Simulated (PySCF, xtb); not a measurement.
C4H5F, SMILES CC=C=CF.

xtb 6.7.1 with GFN2-xTB at its own geometry gives an orbital gap of 5.00 eV and a dipole moment of 2.84 D.

Geometry: PBE0-D3(BJ)/def2-SVP.

Problem. What does PBE0/def2-TZVP run with PySCF give? (An estimate is asked for; the answer gives what the named calculation found.)

Solution. gap 6.95 eV (levels -7.28 and -0.33 eV), dipole 2.07 D.
